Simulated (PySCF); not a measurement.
One molecule, one basis, several functionals.

Compound: C₃H₅F₃Si.
SMILES: `FC/C(F)=C(\F)[SiH3]`

Torsions of this conformer, `[F:1][CH2:2]/[C:3]([F:4])=[C:5](\[F:6])[SiH3:7]`: F1–C2–C3–F4 65°.

PySCF, pcSseg-1 basis, density fitting, gas phase, PBE0-D3(BJ)/def2-SVP geometry. One functional is left out:

```
functional  exact exchange (%)  HOMO energy (eV)  LUMO energy (eV)  dipole moment (D)
     B97-D                   0             -6.35             -1.64              1.617
      BP86                   0             -6.46             -1.82              1.596
       PBE                   0             -6.34             -1.71              1.566
      PBE0                  25             -7.68             -0.82              1.718
 BHandHLYP                  50             -8.87              0.22              1.859
```

Predict the row of B3LYP (20 % exact exchange) by straight lines through the other rows, and check it.

| property | line | computed | computed − line | PBE0 (25 %), for comparison |
| --- | --- | --- | --- | --- |
| HOMO energy (eV) | -7.39 | -7.45 | -0.06 | -7.68 |
| LUMO energy (eV) | -0.96 | -1.03 | -0.07 | -0.82 |
| dipole moment (D) | 1.698 | 1.716 | +0.018 | 1.718 |

Which of these properties follows the share of exact exchange most closely, and which least?

Most closely the HOMO energy, least the dipole moment; the correlations over the tabulated rows are HOMO energy -0.999, LUMO energy 0.997, dipole moment 0.988. The HOMO energy moves by -0.500 eV for every 10 %. Functionals with the same share still differ in their other parts: at 0 % BP86 and PBE differ by 0.12 eV in it.
